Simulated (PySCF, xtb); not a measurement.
B(OMe)(SH)2 (CH₅BOS₂), SMILES COB(S)S. One conformer was computed; it need not be the lowest.

Harmonic wavenumbers (cm⁻¹) from xtb with GFN2-xTB at its own minimum, in rising order: 35, 158, 171, 201, 300, 306, 376, 414, 495, 748, 771, 895, 999, 1126, 1138, 1292, 1413, 1460, 1464, 2482, 2492, 2975, 2980, 2990.

Q: What does PBE0-D3(BJ)/def2-SVP (PySCF) give at its own minimum? (An estimate is asked for; the answer gives what the named calculation found.)

A: 74, 145, 190, 223, 271, 365, 385, 507, 522, 768, 801, 1031, 1085, 1174, 1197, 1379, 1472, 1473, 1495, 2723, 2732, 3039, 3128, 3171. Paired by order, the mean absolute difference is 73 cm⁻¹ and the zero-point energies are 39.6 and 42.0 kcal/mol.
